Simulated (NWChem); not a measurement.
System: SbHBr₂; SMILES [Br][SbH][Br]

Parts of the log:

```
             Northwest Computational Chemistry Package (NWChem) 7.3.0
             --------------------------------------------------------

 CS  symmetry detected

                             Geometry "geometry" -> ""
                             -------------------------

 Output coordinates in angstroms (scale by  1.889725989 to convert to a.u.)

  No.       Tag          Charge          X              Y              Z
 ---- ---------------- ---------- -------------- -------------- --------------
    1 Sb                  51.0000    -0.92308557     0.02349276     0.00000000
    2 H                    1.0000    -1.06843851    -1.69285531     0.00000000
    3 Br                  35.0000     0.68779718     0.00706749     1.94478700
    4 Br                  35.0000     0.68779718     0.00706749    -1.94478700

 Effective nuclear repulsion energy (a.u.)     942.2673226696

      Symmetry information
      --------------------

 Group name             Cs
 Group number              2
 Group order               2
 No. of unique centers     3

 Summary of "ao basis" -> "ao basis" (spherical)
 ------------------------------------------------------------------------------
       Tag                 Description            Shells   Functions and Types
 ---------------- ------------------------------  ------  ---------------------
 Sb                        def2-svpd                12       32   5s4p3d
 H                         def2-svpd                 4        8   2s2p
 Br                        def2-svpd                15       41   6s5p4d

      Symmetry analysis of basis
      --------------------------

        a'         69
        a"         53

            General Information
            -------------------
          SCF calculation type: DFT
          Wavefunction type:  closed shell.
          No. of atoms     :     4
          No. of electrons :    94
           Alpha electrons :    47
            Beta electrons :    47
          Charge           :     0
          Spin multiplicity:     1
          Use of symmetry is: off; symmetry adaption is: on
          Maximum number of iterations: 150
          AO basis - number of functions:   122
                     number of shells:    46
          Convergence on energy requested:  1.00D-06
          Convergence on density requested:  1.00D-05
          Convergence on gradient requested:  5.00D-04

              XC Information
              --------------
          PerdewBurkeErnzerhof Exchange Functional  1.000
            Perdew 1991 LDA Correlation Functional  1.000 local
           PerdewBurkeErnz. Correlation Functional  1.000 non-local

[...]

                                NWChem TDDFT Module
                                -------------------

            General Information
            -------------------
           No. of orbitals :     244
            Alpha orbitals :     122
             Beta orbitals :     122
        Alpha frozen cores :       0
         Beta frozen cores :       0
     Alpha frozen virtuals :       0
      Beta frozen virtuals :       0
         Spin multiplicity :       1
    Number of AO functions :     122
        Use of symmetry is : off
      Symmetry adaption is : on
         Schwarz screening :  0.10D-07

              XC Information
              --------------
   PerdewBurkeErnzerhof Exchange Functional   1.00
     Perdew 1991 LDA Correlation Functional   1.00 local
    PerdewBurkeErnz. Correlation Functional   1.00 non-local

             TDDFT Information
             -----------------
          Calculation type : Tamm-Dancoff TDDFT
         Wavefunction type : Restricted singlets
          No. of electrons :      94
           Alpha electrons :      47
            Beta electrons :      47
              No. of roots :       6
          Max subspacesize :    5200
            Max iterations :     100
               Target root :       1
           Target symmetry : none
      Symmetry restriction : off
                 Algorithm : Optimal
        Davidson threshold :  0.10D-03

    6 smallest eigenvalue differences (eV)
--------------------------------------------------------
  No. Spin  Occ  Vir  Irrep   E(Occ)    E(Vir)   E(Diff)
--------------------------------------------------------
    1    1   47   48 a'       -0.246    -0.115     3.563
    2    1   47   49 a"       -0.246    -0.105     3.820
    3    1   46   48 a"       -0.264    -0.115     4.075
    4    1   45   48 a"       -0.270    -0.115     4.228
    5    1   46   49 a'       -0.264    -0.105     4.333
    6    1   44   48 a'       -0.275    -0.115     4.357
--------------------------------------------------------

  Entering Davidson iterations
  Restricted singlet excited states

  Iter   NTrls   NConv    DeltaV     DeltaE      Time
  ----  ------  ------  ---------  ---------  ---------
    1      6       0     0.10E+00   0.10+100        9.0
    2     12       0     0.63E-01   0.18E-01        8.2
    3     18       0     0.14E-01   0.42E-02        8.6
    4     24       0     0.28E-02   0.25E-03        8.7
    5     30       3     0.24E-03   0.77E-05        8.0
    6     33       6     0.26E-04   0.38E-07        7.2
  ----  ------  ------  ---------  ---------  ---------
  Convergence criterion met

  Ground state a'      -5387.840166269821 a.u.

  ----------------------------------------------------------------------------
  Root   1 singlet a'             0.140549746 a.u.                3.8246 eV
  ----------------------------------------------------------------------------
     Transition Moments    X  0.37665   Y -0.10876   Z  0.00000
     Dipole Oscillator Strength                    0.0144008761
     Electric Quadrupole                           0.0000000299
     Magnetic Dipole                               0.0000004146
     Total Oscillator Strength                     0.0144013205

[...]
```

Level: PBE/def2-SVPD with def2 effective core potentials on Sb, TDA. All runs use the structure optimised with PBE0/def2-SVP. Not confirmed as a minimum by frequencies. def2 effective core potentials on Sb; no spin-orbit coupling.

**Question.** Which NWChem input produces such a log?

**Answer.** Several could match; the one computed here: the input that was run:
```
start job
memory heap 200 mb stack 900 mb global 1100 mb
geometry units angstroms noautoz
  Sb    -0.900247    -0.002319     0.000000
  H     -0.987845    -1.722582     0.000000
  Br     0.710278     0.035394    -1.944787
  Br     0.710278     0.035394     1.944787
end
basis spherical
  * library def2-svpd
end
ecp
  Sb library def2-ecp
end
dft
  xc xpbe96 cpbe96
  iterations 150
end
tddft
  cis
  nroots 6
  notriplet
end
task tddft energy
```
